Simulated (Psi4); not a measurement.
Cl₄Zr, triplet, geometry from GFN2-xTB (such geometries of metal compounds can be far from the true shape) (the multiplicity is a formal guess) (all electrons, no relativity); PBE0/3-21G (Psi4).

The Psi4 input:
```
memory 2 GB

molecule {
0 3
  Zr    0.00000000   -0.00000000   -0.00000000
  Cl    1.86124541   -0.58467264   -1.27220066
  Cl    0.66881275    0.48194717    2.17829922
  Cl   -1.01944883    1.87528296   -0.93199193
  Cl   -1.51060933   -1.77255749    0.02589337
}

set basis 3-21g
set reference uks
set scf_type pk

energy('pbe0')
print_variables()
```

What the program printed (banner, timings and long lists left out):

```
   => Loading Basis Set <=

    Name: 3-21G
    Role: ORBITAL
    Keyword: BASIS

         ---------------------------------------------------------
                                   SCF
               by Justin Turney, Rob Parrish, Andy Simmonett
                          and Daniel G. A. Smith
                              UKS Reference
         ---------------------------------------------------------

  ==> Geometry <==

    Molecular point group: c1
    Full point group: Td

    Geometry (in Angstrom), charge = 0, multiplicity = 3:

       Center              X                  Y                   Z               Mass
    ------------   -----------------  -----------------  -----------------  -----------------
         ZR           0.000000000000    -0.000000000000     0.000000000000    89.904697700000
         CL           1.861245410000    -0.584672640000    -1.272200660000    34.968852682000
         CL           0.668812750000     0.481947170000     2.178299220000    34.968852682000
         CL          -1.019448830000     1.875282960000    -0.931991930000    34.968852682000
         CL          -1.510609330000    -1.772557490000     0.025893370000    34.968852682000

  Running in c1 symmetry.

  Rotational constants: A =      0.03333  B =      0.03333  C =      0.03333 [cm^-1]
  Rotational constants: A =    999.08326  B =    999.08325  C =    999.08325 [MHz]
  Nuclear repulsion =  859.257174853182846

  Charge       = 0
  Multiplicity = 3
  Electrons    = 108
  Nalpha       = 55
  Nbeta        = 53

  ==> Algorithm <==

  SCF Algorithm Type is PK.
  DIIS enabled.
  MOM disabled.
  Fractional occupation disabled.
  Guess Type is SAD.
  Energy threshold   = 1.00e-06
  Density threshold  = 1.00e-06
  Integral threshold = 1.00e-12

  ==> Primary Basis <==

  Basis Set: 3-21G
    Blend: 3-21G
    Number of shells: 42
    Number of basis functions: 91
    Number of Cartesian functions: 91
    Spherical Harmonics?: false
    Max angular momentum: 2

  ==> DFT Potential <==

   => LibXC <=

    Version 7.1.2
    S. Lehtola, C. Steigemann, M. J. T. Oliveira, and M. A. L. Marques,  SoftwareX 7, 1–5 (2018) (10.1016/j.softx.2017.11.002)

   => Composite Functional: PBE0 <=

    PBE0 Hyb-GGA Exchange-Correlation Functional

    C. Adamo and V. Barone,  J. Chem. Phys. 110, 6158 (1999) (10.1063/1.478522)
    M. Ernzerhof and G. E. Scuseria,  J. Chem. Phys. 110, 5029 (1999) (10.1063/1.478401)

    Deriv               =              1
    GGA                 =           TRUE
    Meta                =          FALSE

    Exchange Hybrid     =           TRUE
    MP2 Hybrid          =          FALSE

   => Exchange Functionals <=

    0.7500   Perdew, Burke & Ernzerhof

   => Exact (HF) Exchange <=

    0.2500               HF

   => Correlation Functionals <=

    1.0000   Perdew, Burke & Ernzerhof

   => LibXC Density Thresholds  <==

    XC_HYB_GGA_XC_PBEH:  1.00E-15

   => Molecular Quadrature <=

    Radial Scheme          =       TREUTLER
    Pruning Scheme         =           NONE
    Nuclear Scheme         =       TREUTLER

    Blocking Scheme        =         OCTREE
    BS radius alpha        =              1
    Pruning alpha          =              1
    Radial Points          =             75
    Spherical Points       =            302
    Total Points           =         109568
    Total Blocks           =            945
    Max Points             =            256
    Max Functions          =             75
    Weights Tolerance      =       1.00E-15

  ==> Integral Setup <==

  Using in-core PK algorithm.
   Calculation information:
      Number of atoms:                   5
      Number of AO shells:              42
      Number of primitives:             93
      Number of atomic orbitals:        91
      Number of basis functions:        91

      Integral cutoff                 1.00e-12
      Number of threads:                 1

  Performing in-core PK
  Using 17526782 doubles for integral storage.
  We computed 263626 shell quartets total.
  Whereas there are 408156 unique shell quartets.

  ==> DiskJK: Disk-Based J/K Matrices <==

    J tasked:                  Yes
    K tasked:                  Yes
    wK tasked:                  No
    Schwarz Cutoff:          1E-12

  Minimum eigenvalue in the overlap matrix is 1.6017591094E-03.
  Reciprocal condition number of the overlap matrix is 2.9807436736E-04.
    Using symmetric orthogonalization.

  ==> Pre-Iterations <==

  SCF Guess: Superposition of Atomic Densities via on-the-fly atomic UHF (no occupation information).

   -------------------------
    Irrep   Nso     Nmo
   -------------------------
     A         91      91
   -------------------------
    Total      91      91
   -------------------------

  ==> Iterations <==

                        Total Energy        Delta E     RMS |[F,P]|

   @UKS iter SAD: -5354.02773510184124   -5.35403e+03   0.00000e+00
   @UKS iter   1: -5355.37558367514612   -1.34785e+00   4.86280e-03 DIIS/ADIIS
   @UKS iter   2: -5355.30568943399339    6.98942e-02   4.76853e-03 DIIS/ADIIS
   @UKS iter   3: -5355.37874741116593   -7.30580e-02   3.46843e-03 DIIS/ADIIS
   @UKS iter   4: -5355.44734058293579   -6.85932e-02   9.02325e-04 DIIS/ADIIS
   @UKS iter   5: -5355.44913341880419   -1.79284e-03   7.70545e-04 DIIS/ADIIS
   @UKS iter   6: -5355.45312822398773   -3.99481e-03   1.27378e-04 DIIS/ADIIS
   @UKS iter   7: -5355.45326188293348   -1.33659e-04   1.00435e-04 DIIS/ADIIS
   @UKS iter   8: -5355.45339658503872   -1.34702e-04   5.45702e-05 DIIS
   @UKS iter   9: -5355.45347495715032   -7.83721e-05   3.50550e-05 DIIS
   @UKS iter  10: -5355.45369260534790   -2.17648e-04   3.59852e-05 DIIS
   @UKS iter  11: -5355.45387632207530   -1.83717e-04   3.80432e-05 DIIS
   @UKS iter  12: -5355.45414266942498   -2.66347e-04   3.94684e-05 DIIS
   @UKS iter  13: -5355.45431399923837   -1.71330e-04   2.95872e-05 DIIS
   @UKS iter  14: -5355.45458075092120   -2.66752e-04   4.03094e-05 DIIS
   @UKS iter  15: -5355.45456208761971    1.86633e-05   1.76684e-05 DIIS
   @UKS iter  16: -5355.45467686500524   -1.14777e-04   2.25525e-05 DIIS
   @UKS iter  17: -5355.45468872405218   -1.18590e-05   9.13437e-06 DIIS
   @UKS iter  18: -5355.45470060301250   -1.18790e-05   1.74993e-05 DIIS
   @UKS iter  19: -5355.45470496927919   -4.36627e-06   1.93561e-05 DIIS
   @UKS iter  20: -5355.45471308904780   -8.11977e-06   1.17483e-05 DIIS
   @UKS iter  21: -5355.45471714433825   -4.05529e-06   3.36427e-06 DIIS
   @UKS iter  22: -5355.45471931356769   -2.16923e-06   3.07834e-06 DIIS
   @UKS iter  23: -5355.45471993320825   -6.19641e-07   4.20295e-06 DIIS
   @UKS iter  24: -5355.45472066701586   -7.33808e-07   8.35125e-07 DIIS
  Energy and wave function converged.

  ==> Post-Iterations <==

   Electrons on quadrature grid:
      Nalpha   =   55.0000005460 ; deviation = 5.460e-07
      Nbeta    =   53.0000005098 ; deviation = 5.098e-07
      Ntotal   =  108.0000010558 ; deviation = 1.056e-06

   @Spin Contamination Metric:   4.220109891E-03
   @S^2 Expected:                2.000000000E+00
   @S^2 Observed:                2.004220110E+00
   @S   Expected:                1.000000000E+00
   @S   Observed:                1.000000000E+00

    Orbital Energies [Eh]
    ---------------------

    Alpha Occupied:

[...]
      55A     -0.197623

    Alpha Virtual:

[...]
    Beta Occupied:

[...]
    Beta Virtual:

[...]
    Final Occupation by Irrep:
              A
    DOCC [    53 ]
    SOCC [     2 ]
    NA   [    55 ]
    NB   [    53 ]

  @UKS Final Energy: -5355.45472066701586

   => Energetics <=

    Nuclear Repulsion Energy =            859.2571748531828462
    One-Electron Energy =               -9115.7347203825156612
    Two-Electron Energy =                3069.9859239649622396
    DFT Exchange-Correlation Energy =    -168.9630991026452023
    Empirical Dispersion Energy =           0.0000000000000000
    VV10 Nonlocal Energy =                  0.0000000000000000
    Total Energy =                      -5355.4547206670158630

  UHF NO Occupations:
  HONO-2 :   53  A 1.9992257
  HONO-1 :   54  A 1.0000000
  HONO-0 :   55  A 1.0000000
  LUNO+0 :   56  A 0.0007743
  LUNO+1 :   57  A 0.0007731
  LUNO+2 :   58  A 0.0002141
  LUNO+3 :   59  A 0.0002005

Computation Completed

Properties will be evaluated at   0.000000,   0.000000,   0.000000 [a0]

Properties computed using the SCF density matrix

 Multipole Moments:

 ------------------------------------------------------------------------------------
     Multipole            Electronic (a.u.)      Nuclear  (a.u.)        Total (a.u.)
 ------------------------------------------------------------------------------------

 L = 1.  Multiply by 2.5417464519 to convert [e a0] to [Debye]
 Dipole X            :         -0.0005827            0.0000000           -0.0005827
 Dipole Y            :         -0.0010913           -0.0000000           -0.0010913
 Dipole Z            :         -0.0009413            0.0000000           -0.0009413
 Magnitude           :                                                    0.0015545

 ------------------------------------------------------------------------------------

  Variable Map:
  ----------------------------------------------------------------------------
[...]
  Array Variable Map:
  ----------------------------------------------------------------------------
[...]
[...]
```
